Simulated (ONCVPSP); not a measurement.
## sulfur: one change to an ONCV potential, before and after

* Element: sulfur
* Generator: ONCVPSP 4.0.1
* Type: optimised norm-conserving Vanderbilt (ONCV)
* Functional: PBE
* Relativity: scalar-relativistic
* Frozen core: [He]
* Valence charge: 14
* Reference configuration: 2s2 2p6 3s2 3p3.75 (charge +0.25)
* Partial waves: 2s+3s: rc 0.80 bohr, ncon 4, nbas 8, qcut 17.5 1/bohr, 2 projectors; 2p+3p: rc 0.70 bohr, ncon 3, nbas 7, qcut 22.7 1/bohr, 2 projectors; d scattering state at 0.22 Ha: rc 0.80 bohr, ncon 5, nbas 9, qcut 11.6 1/bohr, 2 projectors, debl 1.5 Ha
* Local potential: polynomial inside 0.45 bohr (lpopt 3, dvloc0 0 Ha)
* Core correction: Teter function, fcfact 4.75, rcfact 1.5

Change: s: rc 1.16.

Cutoffs: the cutoffs (Ha) at which the residual kinetic energy of the hardest occupied pseudo-wave falls to 1 and 0.1 mHa per electron; they do not see the model core or the augmentation charge, which bear on the density cutoff. Errors are all-electron minus pseudo energies relative to the spin-unpolarised reference configuration.

Q: Predict the effect on cutoff, ghosts and configuration errors.

A: The potential gets neither clearly harder nor softer (181 Ha and 207 Ha → 181 Ha and 207 Ha); the p channel sets the loose cutoff, while the largest relative change is in s, which becomes softer; the errors of the 4 common tests hardly move; neither file shows a bound ghost.

| quantity | base | changed |
| --- | --- | --- |
| cutoff, loose | 181 Ha | 181 Ha |
| cutoff, tight | 207 Ha | 207 Ha |
| loose cutoff by channel | s 83 Ha, p 181 Ha | s 56 Ha, p 181 Ha |
| bound ghosts | none | none |
| GHOST(+) flags under 300 eV | none | none |
| error for 2s2 2p6 3s2 3p4, meV [ΔE -2.04 eV] | -0.1 | -0.1 |
| error for 2s2 2p6 3s2 3p3, meV [ΔE 9.73 eV] | +0.5 | +0.6 |
| error for 2s2 2p6 3s2 3p2, meV [ΔE 32.02 eV] | +2.4 | +2.6 |
| error for 2s2 2p6 3s2 3p1, meV [ΔE 66.06 eV] | +7.5 | +8.4 |
| p: phases at 0.71 bohr within 0.05 rad from the reference energy up to (Ha; the scan ends near 5) | to the end of the scan | to the end of the scan |
| d: phases at 0.81 bohr within 0.05 rad from the reference energy up to (Ha; the scan ends near 5) | to the end of the scan | to the end of the scan |
| rms error of d²Exc/dni dnj with the model core, mHa | 2.62 | 2.64 |
